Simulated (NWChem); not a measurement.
# C₅H₉N; SMILES N#CCCCC

```xyz
15

C      0.4955    -2.8408     0.0000
C     -0.4553    -1.6542     0.0000
C      0.2639    -0.3120     0.0000
C     -0.7076     0.8710     0.0000
C     -0.0397     2.1672     0.0000
N      0.5064     3.1877     0.0000
H      1.1477    -2.8318     0.8879
H     -0.0523    -3.7949     0.0000
H      1.1477    -2.8318    -0.8879
H     -1.1198    -1.7102     0.8805
H     -1.1198    -1.7102    -0.8805
H      0.9230    -0.2384    -0.8813
H      0.9230    -0.2384     0.8813
H     -1.3679     0.8270     0.8826
H     -1.3679     0.8270    -0.8826
```
Atoms are numbered in this order, from 1.

All runs: NWChem. Pople sets run with spherical d functions. Geometry: optimised at PBE0/def2-SVP.

For level B3LYP/6-31+G*:

```
Quantity                     Result
---------------------------  ------
highest occupied level (eV)   -8.94
orbital gap (eV)               8.86
dipole (D)                     4.39
```

Task: How do the values read with level B3LYP/6-31G* instead?

Result: 
| Quantity | Value |
|---|---|
| highest occupied level (eV) | -8.64 |
| orbital gap (eV) | 9.66 |
| dipole (D) | 4.12 |
